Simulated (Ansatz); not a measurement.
Geometry optimisation, Ansatz 0.2.0, UKS PBE0/def2-SVP.

The input (input.yaml):

```yaml
crystal:
  periodic: [false, false, false]
  atoms:
    - { symbol: Ta, position_ang: [-0.062905, 0.0, 0.033878] }
    - { symbol: F, position_ang: [1.83007, 0.0, -0.013331] }
    - { symbol: Cl, position_ang: [-0.053256, 0.0, 2.360674] }
    - { symbol: F, position_ang: [-0.048694, 0.0, -1.845221] }
    - { symbol: F, position_ang: [-0.988364, 1.60486, 0.002435] }
    - { symbol: F, position_ang: [-0.988364, -1.60486, 0.002435] }
    - { symbol: H, position_ang: [3.961513, 0.0, -0.00087] }
magnetization:
  spin_polarized: true
  initial_magnetization: 1
basis:
  gaussian: { orbitals: def2-SVP }
hamiltonian:
  xc: pbe0
relax:
  f_tol: 0.03
  max_steps: 50
```

Run as:

```bash
$ ansatz run input.yaml --threads 4 --pin off --max-ram 5120MiB --backend cpu --events-out ev --progress --plain --runs-dir out
```

Question: Where does it end, and by what steps?

Answer: The run converged. The force dipped under the threshold on the way, but the program's further checks kept it going. After 8 steps the energy has fallen by 0.112 eV; H7 moved furthest, 1.00 Å.

```tsv
step	energy less start (eV)	largest force component (eV/Å)	accepted
0	0.0000	1.413	yes
1	-0.0531	0.288	yes
2	-0.0873	0.133	yes
3	-0.1011	0.087	yes
4	-0.1082	0.039	yes
5	-0.1111	0.033	yes
6	-0.1116	0.016	yes
7	-0.1119	0.019	yes
8	-0.1119	0.011	yes
```

```xyz
7
Properties=species:S:1:pos:R:3
Ta -0.218 0.000 0.035
F 1.633 0.000 -0.005
Cl -0.213 0.000 2.363
F -0.226 0.000 -1.844
F -1.143 1.605 0.004
F -1.143 -1.605 0.004
H 4.960 0.000 -0.016
```

Whether the end is a true minimum wasn't checked by a vibrational analysis.

Run time: 35 s on 4 threads of Arm Neoverse V1, with other jobs on the host, peak memory 0.39 GiB.
